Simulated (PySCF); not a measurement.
InF2, SMILES [In+]([F])[F], charge +1. Geometry optimised at PBE0-D3(BJ)/def2-TZVP. The spin state was assumed, not searched. The isomer is the one that the SMILES or the coordinates give; other isomers of the formula were not compared. The def2 effective core potentials stand for the cores of In; spin–orbit coupling is left out.

Computed equilibrium geometry at PBE0-D3(BJ)/def2-TZVP (PySCF confirms it by a frequency run) as Cartesian coordinates in Å, and its point group:
point group D∞h.
```xyz
3

In     0.0000     0.0000     0.0000
F      0.0000     0.0000    -1.8422
F      0.0000     0.0000     1.8422
```
Charge +1, spin multiplicity 1.
